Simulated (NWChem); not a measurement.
## Correlation energy of disilylmethane (CH8Si2)

```
C
H 1 1.1039
H 1 1.1039 2 106.67
Si 1 1.8832 2 108.51 3 -116.73
H 4 1.4954 1 110.42 2 177.87
H 4 1.4954 5 108.34 1 -121.04
H 4 1.4957 5 108.39 6 -117.42
Si 1 1.8832 2 108.51 3 116.73
H 8 1.4954 1 110.42 2 -177.87
H 8 1.4954 9 108.34 1 121.04
H 8 1.4957 9 108.39 10 117.42
```
Charge 0, spin multiplicity 1.

Everything below was run with NWChem. Structure: optimised with PBE0/def2-SVP, a minimum by its harmonic frequencies.

Basis set: cc-pVDZ. Each correlation energy counts from its own Hartree-Fock reference.

The correlated methods keep 11 core orbitals frozen. Coupled-cluster values serve here as a point of comparison, not as the truth.

Order these methods by the correlation energy they give, lowest first: CCSD+T(CCSD), CR-CCSD[T], CCSD, MP2.

CCSD+T(CCSD) (-431.9 mHa), CR-CCSD[T] (-429.3 mHa), CCSD (-420.9 mHa), MP2 (-359.2 mHa)
